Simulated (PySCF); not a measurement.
## Stationary points of VO₂Br

Level of theory: PBE0 in PySCF with V def2-SVP, O def2-SVP, Br def2-SVP; no relativity; density-fitted integrals.

Relaxations began from a few typed shapes. The search is not exhaustive: other isomers or separated fragments can lie lower, and high-lying points may rest on an excited occupation.

```
   spin  group                           bonds                            angles  imaginary modes (cm⁻¹)  ΔE (kJ/mol)  ΔE with ZPE (kJ/mol)
singlet     Cs  V–Br 2.328 Å, V–O 1.555 Å (×2)  Br–V–O 118.0° (×2), O–V–O 109.1°                    none          0.0                   0.0
singlet    C2v  V–Br 2.340 Å, V–O 1.555 Å (×2)  Br–V–O 124.7° (×2), O–V–O 110.5°                     62i          4.0                     –
```

The lowest minimum found is the singlet Cs: V–Br 2.328 Å, V–O 1.555 Å (×2); Br–V–O 118.0° (×2), O–V–O 109.1°.

Formally V is in oxidation state +5, d0. The polar-tensor charge on V, 1.87, is far below the formal one.
